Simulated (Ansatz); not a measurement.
Gas-phase electronic energies from Ansatz, PBE0-D4/def2-TZVP geometries. CBS: MP2 limit from def2 TZ/QZ plus the TZ coupled-cluster correction, frozen cores. Functionals use def2-TZVPP. One conformer a species, not always the lowest.

Reaction (isomerisation): `BN[SiH2]C=C` → `CN1B[SiH]1C`

Problem. Is it downhill or uphill in electronic energy at CCSD(T)/CBS, and by how much? (Best estimate.)

Solution. Ansatz gave: Uphill: ΔE = +72.5 kJ/mol.

Problem. What do these levels give: r2SCAN-D4, PBE0-D4, ωB97X-V, ωB97M-V, PBE, HF/def2-TZVPP, MP2/def2-TZVPP, SCS-MP2/def2-TZVPP, CCSD/def2-TZVPP, CCSD(T)/def2-TZVPP, SCS-MP2/def2-QZVPP, HF/CBS(def2)? (An estimate is asked.)

Solution. The calculation gave: r2SCAN-D4 52.6, PBE0-D4 45.5, ωB97X-V 61.2, ωB97M-V 66.6, PBE 40.7, HF/def2-TZVPP 113.4, MP2/def2-TZVPP 66.3, SCS-MP2/def2-TZVPP 77.1, CCSD/def2-TZVPP 77.2, CCSD(T)/def2-TZVPP 73.1, SCS-MP2/def2-QZVPP 77.0, HF/CBS(def2) 113.9 kJ/mol.

Largest T1 diagnostic among the species: 0.013.

From PBE to PBE0 (25 % exact exchange), in def2-TZVPP and without D4, ΔE moves by +4.8 kJ/mol. In def2-TZVPP, CCSD(T) changes the Hartree–Fock value by −40.3 kJ/mol (the triples alone add −4.1 kJ/mol) and MP2 by −47.1 kJ/mol.
